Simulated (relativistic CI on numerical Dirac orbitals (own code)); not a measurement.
# Ligand-field terms of d3

Computed with a parametric ligand-field model of a d^n configuration (Racah B and C, spin-orbit zeta, crystal field), exact diagonalisation.

Field parameters in Wybourne normalisation: Oh B⁴₀ = 21Dq, B⁴₄ = √(5/14) B⁴₀; Td as Oh with Dq negative (B⁴₀ = 21Dq, B⁴₄ = √(5/14) B⁴₀). The field is a parameter set, without covalency.

Question: Lowest levels for B = 730, C = 2620, ζ = 640 cm⁻¹, Oh, 10Dq = 26950 cm⁻¹?

Answer: Γ8 0 (S 1.50), Γ8 13395 (S 0.50), Γ8 13955 (S 0.50), Γ6 14130 (S 0.50), Γ8 21163 (S 0.51), Γ7 21398 (S 0.51), Γ7 26732 (S 1.50), Γ8 26904 (S 1.49), Γ8 27143 (S 1.50) cm⁻¹, with S from ⟨S²⟩ = S(S + 1). The ground level has 0.00 electrons in the cubic e pair.

Question: Lowest levels for B = 640, C = 3290, ζ = 330 cm⁻¹, Oh, 10Dq = 25100 cm⁻¹?

Answer: Γ8 0 (S 1.50), Γ8 14808 (S 0.50), Γ8 15272 (S 0.50), Γ6 15345 (S 0.50), Γ8 23011 (S 0.52), Γ7 23161 (S 0.51), Γ7 24981 (S 1.50), Γ8 25074 (S 1.49), Γ8 25194 (S 1.50) cm⁻¹, with S from ⟨S²⟩ = S(S + 1). The ground level has 0.00 electrons in the cubic e pair.

Question: Lowest levels for B = 370, C = 1670, ζ = 470 cm⁻¹, Oh, 10Dq = 10450 cm⁻¹?

Answer: Γ8 0 (S 1.50), Γ8 7672 (S 0.55), Γ8 7984 (S 0.52), Γ6 8142 (S 0.53), Γ7 10275 (S 1.49), Γ8 10365 (S 1.47), Γ6 10659 (S 1.49), Γ8 10663 (S 1.47), Γ8 11914 (S 0.58) cm⁻¹, with S from ⟨S²⟩ = S(S + 1). The ground level has 0.00 electrons in the cubic e pair.

Question: Lowest levels for B = 530, C = 2110, ζ = 670 cm⁻¹, Td, 10Dq = -5200 cm⁻¹?

Answer: Γ8 0 (S 1.48), Γ7 256 (S 1.50), Γ8 952 (S 1.50), Γ6 1475 (S 1.49), Γ8 4977 (S 1.47), Γ7 4995 (S 1.49), Γ8 5343 (S 1.17), Γ6 5445 (S 1.49), Γ8 5910 (S 1.00) cm⁻¹, with S from ⟨S²⟩ = S(S + 1). The ground level has 1.91 electrons in the cubic e pair.

Question: Lowest levels for B = 830, C = 3380, ζ = 170 cm⁻¹, Oh, 10Dq = 33450 cm⁻¹?

Answer: Γ8 0 (S 1.50), Γ8 16547 (S 0.50), Γ8 17184 (S 0.50), Γ6 17218 (S 0.50), Γ8 26075 (S 0.50), Γ7 26155 (S 0.50), Γ7 33382 (S 1.50), Γ8 33425 (S 1.50), Γ8 33494 (S 1.50) cm⁻¹, with S from ⟨S²⟩ = S(S + 1). The ground level has 0.00 electrons in the cubic e pair.
